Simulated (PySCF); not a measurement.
# Which determinant of CaH lies lowest?

Unrestricted PBE0; Ca def2-SVPD, H def2-SVPD; no relativity (PySCF 2.14). Outer shells of the fragments: Ca 4s2; H 1s1.

Followed along the bond (rough minima from three points):

```json
{"2Ms+1": "2", "unpaired": "σ ↑", "⟨S²⟩ at the start": "0.75", "R at minimum (Å)": "1.99", "Te (eV)": "0.00"}
{"2Ms+1": "2", "unpaired": "π ↑", "⟨S²⟩ at the start": "0.75", "R at minimum (Å)": "1.97", "Te (eV)": "1.53"}
{"2Ms+1": "4", "unpaired": "σ ↑↑, π ↑", "⟨S²⟩ at the start": "3.75", "R at minimum (Å)": "none in the scan", "Te (eV)": "≤ 3.76"}
```

Solutions found at the starting distance of 1.910 Å, counted from the lowest of them; the search is not exhaustive and high or unbound solutions are not listed, so other states can lie among these:

```csv
2Ms+1,unpaired,term,E (eV),⟨S²⟩,⟨Lz²⟩,μ (D)
2,σ ↑,²Σ⁺,0.00,0.75,0.00,-2.13
2,π ↑,²Π,1.53,0.75,1.00,-2.35
2,δ ↑,²Δ,2.16,0.76,4.00,-5.91
4,"σ ↑↑, π ↑",⁴Π,4.11,3.75,1.00,-0.60
4,σ ↑↑↑,⁴Σ⁺,4.54,3.75,0.00,4.33
4,"σ ↑↑, δ ↑",⁴Δ,4.81,3.75,4.00,2.56
```

A term symbol is given only where ⟨S²⟩ and ⟨Lz²⟩ are close to those of a pure state; real π, δ and φ orbitals otherwise mix terms. A positive dipole means Ca(−)H(+).

Counting both spins, an empty level lies below a filled one in some of these solutions, because spin and occupation are held.
